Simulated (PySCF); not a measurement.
AlPb at UHF-CCSD(T)

Level: UHF-CCSD(T). basis Al cc-pV(D+d)Z, Pb cc-pVDZ-PP with ECP60; scalar-relativistic core potentials; PySCF 2.14.

| Property | Result |
| --- | --- |
| state | ⁴Σ⁻ (quartet), unpaired electrons σ ↑, π ↑↑ |
| bond length | 2.750 Å |
| harmonic wavenumber | 243 cm⁻¹ |
| force constant | 0.833 mdyn/Å |
| rotational constant Be | 0.09332 cm⁻¹ |
| anharmonicity ωexe | 0.872 cm⁻¹ |
| vibration–rotation constant αe | 0.000471 cm⁻¹ |
| well depth De to Al + Pb | 1.81 eV |
| dissociation energy D0 | 1.79 eV |

Correlated steps freeze 9 core orbitals. Correlated levels converge slowly with the basis: in double zeta they bind strong bonds too weakly, by up to about 1 eV, and carry superposition errors of some tenths. These are scalar-relativistic numbers at best; spin–orbit coupling would shift them, the dissociation energy most. The state is the lowest determinant that a PBE0 search found; another state may lie lower at other levels.
